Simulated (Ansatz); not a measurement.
Several settings on one geometry of the cluster K₂Cl₂ (the lowest singlet isomer of a short search) (that of the charge 0 singlet, PBE0-D4/def2-TZVP). Ansatz on 4 threads of AMD EPYC 7R43 on a shared host; times are rough.

```xyz
4

K     0.8921   -1.7208    0.3203
K    -0.8921    1.7208   -0.3203
Cl    1.0196    0.8347    1.6501
Cl   -1.0196   -0.8347   -1.6501
```

Totals from different functionals, basis sets or treatments of relativity can't be compared as stabilities.

DK, ANO-RCC and x2c sets are all-electron and run with scalar relativity unless a key says otherwise. The 6-31G sets use Cartesian d functions.

The spins typed aren't always the lowest for that charge.

(1) Give the basis size and estimate the energy, ⟨S²⟩ and time of these runs.

| run | method | charge | state | further keys |
| --- | --- | --- | --- | --- |
| 1 | UKS ωB97/def2-mTZVP | 0 | triplet | accuracy: high |
| 2 | RKS rPW86-PBE/6-31G | 0 | singlet | fitting: {mean_field: def2-universal-jkfit}; scf: {omitted_lower_state_checks: [starts]} |
| 3 | RKS rPW86-PBE-D3(BJ)-ATM/ANO-RCC-VTZP | 0 | singlet | scf: {lower_state_search: off} |

Results:

(1) 
```
run  functions  energy (Eh)  ⟨S²⟩  wall time
  1         80   -2120.2696  2.00       53 s
  2         84   -2121.9650     –      2.4 s
  3        144   -2129.6714     –      3.3 s
```
